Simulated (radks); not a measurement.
Mo XXIV, 19 electrons, occupied as [Ne] 3s2 3p5 3d1 4f1 (not the ground configuration).

Method: scalar-relativistic Kohn-Sham, PBE, spin-polarised, spherical densities, point nucleus; open shells are filled with parallel spins first (spin-orbit coupling, left out, can overturn this in heavy ions); computed with a radial shooting solver on a logarithmic mesh with Libxc functionals.

Energy parts (eV):
| part | energy |
|---|---|
| total | -100679.802 |
| kinetic | 104115.777 |
| electron-nucleus | -223385.981 |
| Hartree | 21054.293 |
| exchange-correlation | -2463.890 |

Orbitals (lengths in bohr, moments of r in powers of bohr):
orbital  occ.  eigenvalue (eV)      <r>
1s up       1        -20829.76  0.03517
1s down     1        -20828.26  0.03517
2s up       1        -3786.450   0.1524
2s down     1        -3782.522   0.1523
2p up       3        -3496.374   0.1327
2p down     3        -3492.667   0.1326
3s up       1        -1298.715   0.3875
3s down     1        -1289.110   0.3878
3p up       3        -1204.522   0.3789
3p down     2        -1194.837   0.3793
3d up       1        -1071.227   0.3410
3d down     0        -1061.837   0.3410
4s up       0        -634.3316   0.7631
4s down     0        -628.0785   0.7635
4p up       0        -597.2263   0.7700
4p down     0        -590.9495   0.7703
4d up       0        -545.7325   0.7565
4d down     0        -539.5552   0.7568
4f up       1        -501.5042   0.6886
4f down     0        -494.2555   0.6915
5f up       0        -314.3368    1.245

The highest occupied level is 4f up at -501.50 eV. The configuration is held as typed, so some empty levels lie below it. Summed over all electrons, <r^2> = 2.024 bohr^2, which gives a Langevin (diamagnetic) susceptibility term of -1.6 x 10^-6 cm^3/mol.
